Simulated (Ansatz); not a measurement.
The first iterations of a band of C3H7AlBCl (13 atoms, charge 0, multiplicity 1).

Method: RKS r2SCAN-D4/STO-3G (Ansatz).

```json
{
 "movable images": "5",
 "climbing image": "yes",
 "spring": "5.0 eV/Å²",
 "optimiser": "quadratic models (default)",
 "start path": "through a guess of the saddle point",
 "force threshold": "0.05 eV/Å",
 "iteration limit": "37",
 "end points": "relaxed"
}
```

First end point:

```xyz
13
Properties=species:S:1:pos:R:3
C -0.731 -1.291 1.529
Al 0.829 -0.738 0.597
Cl 2.650 -1.644 1.051
C 0.853 0.591 -0.737
B -0.138 0.523 -1.875
C -0.354 1.583 -0.799
H -0.539 -2.117 2.220
H -1.516 -1.619 0.837
H -1.157 -0.469 2.116
H 1.855 0.980 -0.960
H -0.449 0.047 -2.893
H -0.156 2.633 -1.045
H -1.125 1.486 -0.026
```

Last end point:

```xyz
13
Properties=species:S:1:pos:R:3
C -0.743 -1.325 1.490
Al 0.812 -0.806 0.532
Cl 2.599 -1.821 0.881
C 0.857 0.578 -0.744
B -0.184 0.621 -1.839
C -0.293 1.637 -0.706
H -1.117 -0.506 2.117
H -0.569 -2.182 2.148
H -1.560 -1.595 0.810
H 1.868 0.923 -0.996
H -0.566 0.212 -2.861
H -0.047 2.686 -0.911
H -1.035 1.544 0.095
```

| iteration | highest image above the first end (eV) | largest band force component (eV/Å) |
| --- | --- | --- |
| 1 | 1.433 | 7.331 |
| 2 | 0.101 | 1.899 |

Task: Does the band converge within its limit, and where does its top end?

Result: The run converged. It ended after 6 iterations with the highest image 0.002 eV above the first end. The top lies less than 8 meV above the higher end, about what the thresholds resolve: that end is a shoulder or a very shallow well. A vibrational analysis at the climbing image gives no mode beyond 40i cm⁻¹: the surface is too flat there to confirm a saddle point. Limits of this set-up: minimal basis.

Time of the run: 2.6 min on 1 thread of Arm Neoverse V2, on a shared host, peak memory 0.13 GiB.
